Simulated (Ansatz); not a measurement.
System: C4H10Si2, net charge 0, singlet state. 
Coordinates optimised at B3LYP-D3(BJ)/def2-TZVP (Ansatz, an electronic-structure program):
SMILES: [SiH3]CC#CC[SiH3]
```xyz
16

Si     2.6772     0.9986     0.0040
C      2.0855    -0.8017     0.0689
C      0.6626    -0.8839    -0.2042
C     -0.5168    -0.8927    -0.4451
C     -1.9490    -0.8606    -0.6764
Si    -2.7895     0.3699     0.4961
H      4.1331     1.0538     0.2856
H      1.9533     1.7966     1.0185
H      2.4200     1.5603    -1.3409
H      2.6602    -1.3889    -0.6541
H      2.3156    -1.2084     1.0585
H     -2.3943    -1.8495    -0.5294
H     -2.1700    -0.5660    -1.7070
H     -4.2510     0.3824     0.2393
H     -2.2425     1.7260     0.2689
H     -2.5455    -0.0317     1.8995
```

Quantity: atomisation energy (electronic, to ground-state atoms), in kJ/mol. Valence correlation only, unless marked. UHF or UKS for open shells. Spin-orbit coupling is left out. No relativistic terms. The coupled-cluster limit lacks core correlation, which all-electron functionals hold. CBS(X,Y): correlation extrapolated as X^-3; Hartree-Fock from the larger set.

```csv
level,program,atomisation energy (kJ/mol)
HF/6-31G,Ansatz,4086.8
HF/cc-pV(D+d)Z,Ansatz,4410.9
HF/aug-cc-pV(T+d)Z,Ansatz,4492.1
HF/cc-pV(Q+d)Z,Ansatz,4503.2
```

### Question
Predict the CCSD(T)/CBS(cc-pV(T+d)Z,cc-pV(Q+d)Z) result (Ansatz).

### Answer
5946.3 kJ/mol
